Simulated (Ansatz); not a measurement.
Program: Ansatz. Geometries: PBE0-D4/def2-TZVP. ΔE: electronic, gas phase. CBS: MP2 limit from def2 TZ/QZ plus the TZ coupled-cluster correction, frozen cores. This one scheme is used for every species. Each species was taken in one conformer, which may not be the lowest.

Consider the ligand exchange at a B–C bond: `CCB(S)S` + `O[SiH3]` → `[SiH3]OB(S)S` + `CC`.

| species | MP2/def2-TZVPP energy (Eh) |
| --- | --- |
| `CCB(S)S` | -900.49889 |
| `O[SiH3]` | -366.58654 |
| `[SiH3]OB(S)S` | -1187.49685 |
| `CC` | -79.63077 |

Q: Work out ΔE.

A: ΔE = (-1187.49685) + (-79.63077) − (-900.49889) − (-366.58654) = -0.04219 Eh = -110.8 kJ/mol. CCSD(T)/CBS gives -111.4 kJ/mol.

Largest T1 diagnostic among the species: 0.013.

In def2-TZVPP, CCSD(T) changes the Hartree–Fock value by +19.6 kJ/mol (the triples alone add +2.1 kJ/mol) and MP2 by +21.6 kJ/mol.
